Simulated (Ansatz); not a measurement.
Gas-phase electronic energies from Ansatz, PBE0-D4/def2-TZVP geometries. CBS: MP2 limit from def2 TZ/QZ plus the TZ coupled-cluster correction, frozen cores. This one scheme is used for every species. Functionals use def2-TZVPP. B3LYP here is the variant with VWN-RPA as its local correlation; programs differ in this. HSE06 is defined as in plane-wave codes. Each species was taken in one conformer, which may not be the lowest.

`B[SiH](Cl)O[SiH3]` → `BO[SiH3]` + `[SiH]Cl`  (silylene formation by 1,1-elimination)

`B[SiH](Cl)O[SiH3]`:

Z-matrix (Å, degrees):
```
Si
Cl 1 2.077
O 1 1.626 2 110.0
B 1 1.996 2 98.9 3 119.6
H 1 1.484 2 106.2 3 -117.4
Si 3 1.642 1 145.4 2 -48.3
H 4 1.194 1 120.4 2 -88.0
H 4 1.195 1 120.7 2 86.3
H 6 1.486 3 110.1 1 -48.0
H 6 1.482 3 107.6 1 -167.6
H 6 1.484 3 109.9 1 72.6
```

`BO[SiH3]`:

Cartesian coordinates in Å:
```
B 0.798 0.348 1.298
O 0.136 0.705 0.181
Si -0.613 -0.181 -1.003
H 0.923 -0.817 1.579
H 1.249 1.218 1.989
H -0.489 -1.633 -0.712
H 0.036 0.143 -2.295
H -2.040 0.218 -1.038
```

`[SiH]Cl`:

Cartesian coordinates in Å:
```
Si 0.383 0.115 -0.722
Cl 0.312 0.832 1.226
H -0.695 -0.947 -0.504
```

```tsv
level	ΔE (kJ/mol)	difference from CCSD(T)/CBS
PBE-D4	144.4	-9.6
r2SCAN-D4	167.8	13.8
PBE0-D4	160.0	6.0
B3LYP-D4	144.0	-10.0
r2SCAN0-D4	172.5	18.5
B2PLYP	140.6	-13.4
PBE	133.4	-20.6
revPBE	120.8	-33.2
r2SCAN	164.7	10.7
r2SCANh	166.3	12.3
HSE06	149.9	-4.1
BHLYP	146.3	-7.7
HF/def2-SVP	127.4	-26.6
CCSD(T)/def2-TZVPP	146.7	-7.3
HF/CBS(def2)	146.8	-7.2
MP2/CBS(def2)	168.3	14.3
CCSD(T)/CBS	154.0	0
```

Largest T1 diagnostic among the species: 0.013.

From PBE to PBE0 (25 % exact exchange), in def2-TZVPP and without D4, ΔE moves by +16.8 kJ/mol. At CCSD(T), def2-SVP lies −41.3 kJ/mol from the extrapolated value and def2-TZVPP −7.3 kJ/mol. Leaving LDA and LC-ωPBE aside and taking each functional with its dispersion term where it has one, the values, not all of them listed here, spread over 43.4 kJ/mol, from BLYP-D4 to r2SCAN0-D4. LDA lies +26.1 kJ/mol from PBE without D4.
